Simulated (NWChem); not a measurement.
System: CrNH2SOCl; SMILES [NH]=[Cr]([OH])(=[S])[Cl]

Input file for NWChem:

```
start job
memory heap 200 mb stack 900 mb global 1100 mb
geometry units angstroms
  Cr    -0.266587    -0.096940     0.010946
  N     -1.089255    -0.057060    -1.333518
  H     -1.134564    -0.410034    -2.294459
  S      1.087671    -1.514326    -0.128491
  Cl     0.725894     1.795367     0.197721
  O     -1.321785    -0.392038     1.337207
  H     -2.264466    -0.264745     1.160845
end
basis spherical
  * library 3-21g
end
dft
  xc b3lyp
  iterations 150
  convergence damp 70 ncydp 30 lshift 0.3 ncysh 40
end
driver
  maxiter 120
end
task dft optimize
```

Output (shortened):

```
             Northwest Computational Chemistry Package (NWChem) 7.3.0
             --------------------------------------------------------

 C1  symmetry detected

                             Geometry "geometry" -> ""
                             -------------------------

 Output coordinates in angstroms (scale by  1.889725989 to convert to a.u.)

  No.       Tag          Charge          X              Y              Z
 ---- ---------------- ---------- -------------- -------------- --------------
    1 Cr                  24.0000    -0.28114250    -0.10781358    -0.04990774
    2 N                    7.0000    -0.87732975    -0.22576790    -1.50476307
    3 H                    1.0000    -0.75605759    -0.66443912    -2.42286534
    4 S                   16.0000     1.12204764    -1.46758298     0.16110201
    5 Cl                  17.0000     0.60791498     1.83762785     0.10997859
    6 O                    8.0000    -1.52633588    -0.33258100     1.11562516
    7 H                    1.0000    -2.43184398    -0.26535741     0.78172307

 Effective nuclear repulsion energy (a.u.)     490.5216044131

                                Z-matrix (autoz)
                                --------

 Units are Angstrom for bonds and degrees for angles

      Type          Name      I     J     K     L     M      Value
      ----------- --------  ----- ----- ----- ----- ----- ----------
    1 Stretch                  1     2                       1.57669
    2 Stretch                  1     4                       1.96531
    3 Stretch                  1     5                       2.14493
    4 Stretch                  1     6                       1.72032
    5 Stretch                  2     3                       1.02472
    6 Stretch                  6     7                       0.96745
    7 Bend                     1     2     3               144.48829
    8 Bend                     1     6     7               115.75743
    9 Bend                     2     1     4               108.49872
   10 Bend                     2     1     5               107.05952
   11 Bend                     2     1     6               109.97981
   12 Bend                     4     1     5               108.88045
   13 Bend                     4     1     6               110.71067
   14 Bend                     5     1     6               111.59334
   15 Torsion                  2     1     6     7         -15.49491
   16 Torsion                  3     2     1     4          -9.83710
   17 Torsion                  3     2     1     5         107.52411
   18 Torsion                  3     2     1     6        -131.06476
   19 Torsion                  4     1     6     7        -135.38819
   20 Torsion                  5     1     6     7         103.16516

                           NWChem Geometry Optimization
                           ----------------------------

 maximum gradient threshold         (gmax) =   0.000450
 rms gradient threshold             (grms) =   0.000300
 maximum cartesian step threshold   (xmax) =   0.001800
 rms cartesian step threshold       (xrms) =   0.001200
 fixed trust radius                (trust) =   0.300000
 source of zmatrix                         =   autoz

          -------------------
          Energy Minimization
          -------------------

 Using diagonal initial Hessian
 Scaling for Hessian diagonals: bonds = 1.00  angles = 0.25  torsions = 0.10

          --------
          Step   0

                                 NWChem DFT Module
                                 -----------------

 Summary of "ao basis" -> "ao basis" (spherical)
 ------------------------------------------------------------------------------
       Tag                 Description            Shells   Functions and Types
 ---------------- ------------------------------  ------  ---------------------
 Cr                          3-21g                  11       27   5s4p2d
 N                           3-21g                   5        9   3s2p
 H                           3-21g                   2        2   2s
 S                           3-21g                   7       13   4s3p
 Cl                          3-21g                   7       13   4s3p
 O                           3-21g                   5        9   3s2p

[...]

      ----------------------
      Optimization converged
      ----------------------

  Step       Energy      Delta E   Gmax     Grms     Xrms     Xmax
  ---- ---------------- -------- -------- -------- -------- --------
@   12   -2024.15909939 -2.7D-07  0.00003  0.00002  0.00047  0.00127
                                     ok       ok       ok       ok

                                Z-matrix (autoz)
                                --------

 Units are Angstrom for bonds and degrees for angles

      Type          Name      I     J     K     L     M      Value     Gradient
      ----------- --------  ----- ----- ----- ----- ----- ---------- ----------
    1 Stretch                  1     2                       1.57541   -0.00001
    2 Stretch                  1     4                       2.01479   -0.00000
    3 Stretch                  1     5                       2.21415    0.00003
    4 Stretch                  1     6                       1.71604    0.00003
    5 Stretch                  2     3                       1.02442    0.00002
    6 Stretch                  6     7                       0.99200   -0.00000
    7 Bend                     1     2     3               158.62997    0.00000
    8 Bend                     1     6     7               125.13247   -0.00002
    9 Bend                     2     1     4               107.89896    0.00000
   10 Bend                     2     1     5               106.12593   -0.00001
   11 Bend                     2     1     6               109.96947   -0.00001
   12 Bend                     4     1     5               110.18185   -0.00001
   13 Bend                     4     1     6               111.06682    0.00001
   14 Bend                     5     1     6               111.41963    0.00001
   15 Torsion                  2     1     6     7         -10.98277    0.00002
   16 Torsion                  3     2     1     4         -11.48224    0.00003
   17 Torsion                  3     2     1     5         106.60248    0.00002
   18 Torsion                  3     2     1     6        -132.76492    0.00002
   19 Torsion                  4     1     6     7        -130.34911    0.00001
   20 Torsion                  5     1     6     7         106.40361    0.00001

                         Geometry "geometry" -> "geometry"
                         ---------------------------------

 Output coordinates in angstroms (scale by  1.889725989 to convert to a.u.)

  No.       Tag          Charge          X              Y              Z
 ---- ---------------- ---------- -------------- -------------- --------------
    1 Cr                  24.0000    -0.25485548    -0.11836361    -0.04415108
    2 N                    7.0000    -0.79819773    -0.26803430    -1.51530076
    3 H                    1.0000    -0.84586902    -0.59047210    -2.48648118
    4 S                   16.0000     1.16133484    -1.52325326     0.23884267
    5 Cl                  17.0000     0.63952205     1.90340416     0.07839967
    6 O                    8.0000    -1.54054899    -0.30389818     1.07716392
    7 H                    1.0000    -2.50413276    -0.32529685     0.84241946

 Effective nuclear repulsion energy (a.u.)     481.3621678555

                Final and change from initial internal coordinates
                --------------------------------------------------

                                Z-matrix (autoz)
                                --------

 Units are Angstrom for bonds and degrees for angles

      Type          Name      I     J     K     L     M      Value       Change
      ----------- --------  ----- ----- ----- ----- ----- ---------- ----------
    1 Stretch                  1     2                       1.57541   -0.00129
    2 Stretch                  1     4                       2.01479    0.04948
    3 Stretch                  1     5                       2.21415    0.06922
    4 Stretch                  1     6                       1.71604   -0.00428
    5 Stretch                  2     3                       1.02442   -0.00030
    6 Stretch                  6     7                       0.99200    0.02455
    7 Bend                     1     2     3               158.62997   14.14167
    8 Bend                     1     6     7               125.13247    9.37504
    9 Bend                     2     1     4               107.89896   -0.59976
   10 Bend                     2     1     5               106.12593   -0.93359
   11 Bend                     2     1     6               109.96947   -0.01034
   12 Bend                     4     1     5               110.18185    1.30140
   13 Bend                     4     1     6               111.06682    0.35615
   14 Bend                     5     1     6               111.41963   -0.17372
   15 Torsion                  2     1     6     7         -10.98277    4.51215
   16 Torsion                  3     2     1     4         -11.48224   -1.64514
   17 Torsion                  3     2     1     5         106.60248   -0.92163
   18 Torsion                  3     2     1     6        -132.76492   -1.70015
   19 Torsion                  4     1     6     7        -130.34911    5.03909
   20 Torsion                  5     1     6     7         106.40361    3.23844

[...]
```

Level: B3LYP/3-21G.
